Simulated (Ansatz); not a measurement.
CH5ClO2Sn can be A, `[CH3][Sn]([OH])([OH])[Cl]`, or B, `C[O][SnH]([OH])[Cl]`.

Computed with Ansatz on PBE0-D4/def2-TZVP structures; ΔE is electronic, products minus reactants. CBS: MP2 limit from def2 TZ/QZ plus the TZ coupled-cluster correction, frozen cores. Functionals use def2-TZVPP. B3LYP here is the variant with VWN-RPA as its local correlation; programs differ in this. def2 core potentials past Kr. For Sn outer-core shells are correlated without core-valence functions, which leaves a few kJ/mol of doubt a bond. Each species was taken in one conformer, which may not be the lowest.

A:

Z-matrix (Å, degrees):
```
C
Sn 1 2.108
H 1 1.089 2 108.6
H 1 1.089 2 108.8 3 -119.7
H 1 1.088 2 109.2 3 120.1
O 2 1.953 1 114.7 3 -46.8
O 2 1.947 1 108.7 3 73.5
Cl 2 2.334 1 113.2 3 -165.8
H 6 0.961 2 112.2 1 -125.3
H 7 0.961 2 113.4 1 -166.6
```

B:

```xyz
10

C    -0.674   -0.450   -1.547
O     0.081   -0.800   -0.409
Sn    0.078    0.278    1.210
O     1.739   -0.178    2.100
Cl    0.133    2.488    0.491
H    -1.751   -0.587   -1.385
H    -0.502    0.586   -1.862
H    -0.369   -1.110   -2.364
H    -1.212    0.031    2.276
H     2.477   -0.258    1.489
```

(1) Which is lower in electronic energy at CCSD(T)/CBS, and by how much? (Estimate.)

(2) Give E(B) − E(A) in kJ/mol with CCSD(T)/def2-TZVPP, CCSD/def2-TZVPP, B3LYP-D4, B3LYP, ωB97M-V, r2SCAN-D4, B2PLYP. (Best estimate.)

Largest T1 diagnostic: 0.013.

Answers

(1) Computed: A, by 108.2 kJ/mol.

(2) The calculation gave: CCSD(T)/def2-TZVPP 105.0, CCSD/def2-TZVPP 103.6, B3LYP-D4 98.0, B3LYP 97.8, ωB97M-V 102.3, r2SCAN-D4 102.7, B2PLYP 102.8. None reverses the order clearly.

In def2-TZVPP, CCSD(T) changes the Hartree–Fock value by +15.3 kJ/mol (the triples alone add +1.4 kJ/mol) and MP2 by +25.0 kJ/mol.
